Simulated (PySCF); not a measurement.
**Kr²⁺ (krypton, charge +2) across methods**

[Ar] 3d10 4s1 4p4 4d1, one real determinant (an excited configuration). Calculation: PySCF 2.14, in aug-cc-pVDZ-PP with ECP10MDF (5s4p3d, 32 functions); a scalar-relativistic core potential.

```csv
method,E (hartree),mean ε 4p α (eV),mean ε 4p β (eV),mean ε 4d α (eV),Σ⟨r²⟩ (bohr²),⟨S²⟩
r2SCAN0,-460.8475,-37.523,-33.043,-16.150,28.31,6.002
r2SCAN,-460.8434,-35.795,-31.988,-15.096,28.30,6.002
UHF,-459.70116,-42.079,-34.748,-18.933,28.52,6.004
B3LYP,-461.0277,-36.382,-32.929,-15.747,28.38,6.001
PBE0,-460.9488,-36.927,-32.912,-16.144,28.31,6.001
TPSS,-460.8956,-35.131,-31.788,-15.041,28.31,6.001
BP86,-461.1450,-35.004,-32.018,-15.086,28.33,6.001
PBE,-460.9746,-34.941,-31.795,-15.041,28.34,6.001
LDA,-460.3092,-35.029,-31.964,-14.866,28.41,6.001
```

⟨L²⟩ = 8.00 against 12 for a pure F term, so this real determinant mixes terms. Energies and moments cover only the electrons outside the core potential. The outer electron is Rydberg-like, and this basis confines it to a smaller radius and binds it less than a complete one would.
